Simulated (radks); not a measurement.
All-electron atom: neutral silicon in [Ne] 3s2 3p2.

Calculated with a radial shooting solver on a logarithmic mesh with Libxc functionals: non-relativistic Kohn-Sham, PBE, spin-unpolarised, spherical densities, point nucleus.

Energy parts (eV):
| part | energy |
|---|---|
| total | -7869.608 |
| kinetic | 7857.848 |
| electron-nucleus | -18756.312 |
| Hartree | 3589.266 |
| exchange-correlation | -560.410 |

Orbitals (lengths in bohr, moments of r in powers of bohr):
orbital  occ.  eigenvalue (eV)    <r^2>
1s          2        -1781.189  0.01677
2s          2        -138.8435   0.3881
2p          6         -95.5908   0.3654
3s          2         -10.7684    5.480
3p          2          -4.0903    9.409

The highest occupied level is 3p at -4.090 eV. The density falls to 0.001 e/bohr^3 at r = 4.44 bohr.
